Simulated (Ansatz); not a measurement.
CH4N (SMILES C[NH]) moved off its minimum; all values from Ansatz (a first-principles code), cores frozen in correlated methods. Open shells are unrestricted.
(charge 0, multiplicity 2)
```xyz
6

C     -0.6931     0.0658     0.1613
N      0.6560    -0.3550    -0.1910
H     -0.6630     0.2591     1.1354
H     -1.2899    -0.4301    -0.3467
H     -0.7398     1.0841    -0.1189
H      1.2334     0.4736     0.2218
```

Forces at r2SCAN/def2-TZVPP (eV/Å):

```
atom      Fx      Fy      Fz
----  ------  ------  ------
C1     7.115   3.876   0.018
N2     1.281   1.751   0.773
H3    -1.047  -0.443   4.625
H4    -6.258  -4.902  -3.532
H5    -0.487   1.578  -1.088
H6    -0.605  -1.859  -0.796
```

**Question.** Give the forces (eV/Å), the total energy and the dipole at CCSD(T)/cc-pVTZ.

**Answer.** 
| atom | Fx | Fy | Fz |
|---|---|---|---|
| C1 | 7.020 | 4.106 | 0.079 |
| N2 | 1.503 | 1.634 | 0.699 |
| H3 | -1.094 | -0.528 | 4.668 |
| H4 | -6.304 | -4.936 | -3.515 |
| H5 | -0.482 | 1.558 | -1.136 |
| H6 | -0.642 | -1.834 | -0.795 |
Energy -94.9802 hartree, dipole 2.09 D.
